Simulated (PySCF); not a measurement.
Species: CH8ClO2Si3 (doublet state).
Structure used (GFN2-xTB), in Å, numbered top down from 1:
```
atom  x, y, z in Å
C1    -0.0958   -2.0252   -1.2630
Si2   -0.1202   -0.1288   -1.4235
O3    -1.3672    0.4816   -0.5847
Si4   -2.0083    1.0319    0.8061
O5     1.2696    0.4518   -0.7771
Si6    2.1406    0.9569    0.4801
Cl7    1.6449   -0.0801    2.1282
H8    -1.0283   -2.4576   -1.6087
H9     0.0409   -2.2950   -0.2167
H10    0.7167   -2.4610   -1.8340
H11   -1.1974    2.1533    1.2809
H12   -3.3499    1.4375    0.3989
H13   -2.0114   -0.0669    1.7713
H14    1.8498    2.3637    0.7135
H15    3.5114    0.6460    0.1067
```

The hyperfine couplings belong to this conformer and change with its torsions.

Identity: `O([SiH3])[Si](O[SiH2]Cl)C` [radical].

Computed with UKS B3LYP, pcH-1 on C Cl H O Si, non-relativistic, mean-field spin-orbit, GIAO in PySCF 2.14.0. One conformer (not necessarily the lowest) at the GFN2-xTB geometry, without solvent, vibrations or thermal averaging. The geometry wasn't refined by DFT: couplings that depend on bond lengths, twists or pyramidal angles can differ widely from those at the functional's own minimum, by a factor of two or more for some ions and for spin on atoms past the first row. Stability of the SCF solution: not tested.

Principal values of hyperfine tensors in MHz (contact, dipolar and spin–orbit terms together), for some of the nuclei:

```csv
atom,isotope,A1,A2,A3
C1,13C,98.64,99.20,133.07
O3,17O,-90.66,-64.85,-63.76
O5,17O,-85.50,-63.55,-62.49
H9,1H,30.33,36.31,44.01
Si6,29Si,-27.06,-19.87,-19.66
Si4,29Si,-19.08,-11.60,-11.25
H8,1H,-15.62,-11.15,1.04
H10,1H,-15.38,-10.97,1.64
```

Q: Split each tensor into its isotropic and traceless parts, and turn a_iso into mT with g = 2.0016.

A: a_iso is a third of the trace, T = A − a_iso, and a(mT) = a(MHz)/(g × 13.996). The tensors hold a spin–orbit part: the run splits a_iso into a_FC + a_SO, and T includes its anisotropic share.

```
atom  a_iso (MHz)    a_FC   a_SO  a_iso (mT)      T1      T2     T3
  C1       110.30  110.31  -0.01       3.937  -11.66  -11.11  22.77
  O3       -73.09  -73.05  -0.04      -2.609  -17.57    8.24   9.33
  O5       -70.51  -70.48  -0.03      -2.517  -14.99    6.96   8.02
  H9        36.88   36.88   0.00       1.317   -6.55   -0.57   7.12
 Si6       -22.20  -22.23   0.03      -0.792   -4.86    2.33   2.54
 Si4       -13.98  -14.01   0.03      -0.499   -5.11    2.38   2.73
  H8        -8.57   -8.58   0.00      -0.306   -7.04   -2.57   9.61
 H10        -8.23   -8.23   0.00      -0.294   -7.14   -2.73   9.88
```

Q: What spin density at the nucleus of O3 lies behind its contact coupling (g_N = -0.75752)?

A: a_FC = (2μ0/3) gₑ μB g_N μN ρ(0)/(2S·h) = 800.24 MHz × g_N × ρ(0)/(2S), with ρ in bohr⁻³. With a_FC = -73.05 MHz and 2S = 1, ρ(0) = 0.1205 bohr⁻³. The nuclear moment is negative, so coupling and spin density have opposite signs.

Q: Si2 (29Si, g_N = -1.11058) isn't in the table. Its spin density at the nucleus is 0.9469 bohr⁻³. What is its contact coupling?

A: By the same relation, a_FC = -841.5 MHz. The spin–orbit term adds +0.98 MHz. Its full tensor has the principal values -978.21, -773.22, -770.23 MHz.

Q: Name the largest traceless tensor T of the table and describe it.

A: C1: -11.7, -11.1, 22.8 MHz, nearly axial, close to the ratio −1:−1:+2.

Q: What first-order splitting does O3 cause when the field lies along A1, A2 or A3 of its tensor (g taken as isotropic, no quadrupole term)?

A: 6 lines (I = 5/2), spaced by |A_i|/(g × 13.996): 3.24, 2.31, 2.28 mT along the axes of A1, A2 and A3.
